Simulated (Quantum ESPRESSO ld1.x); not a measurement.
All-electron atom: Ti in [Ar] 3d2.5 4s1.5 (fractional occupations, a model configuration). Method: scalar-relativistic Kohn-Sham, exchange-only LDA, spin-polarised, spherical densities, point nucleus; open shells are filled with parallel spins first; computed with ld1.x of Quantum ESPRESSO 7.5. Some entries of the table are withheld. Estimate them.

orbital  occ.  eigenvalue (Ry)  <r> (bohr)
1s up       1        -356.5934     0.06973
1s down     1        -356.5933     0.06973
2s up       1         -39.0838      0.3261
2s down     1         -39.0315      0.3258
2p up       3         -32.3525      0.2906
2p down     3         -32.3118      0.2902
3s up       1          -4.4062         (1)
3s down     1          -4.2412         (2)
3p up       3          -2.6891       1.098
3p down     3          -2.5219       1.095
4s up       1          -0.2927       3.550
3d up     2.5          -0.2082       1.766
4s down   0.5          -0.1737       4.075
3d down     0          -0.0422       2.076

Answer. 
(1) 3s up <r> (bohr): 1.014
(2) 3s down <r> (bohr): 1.013
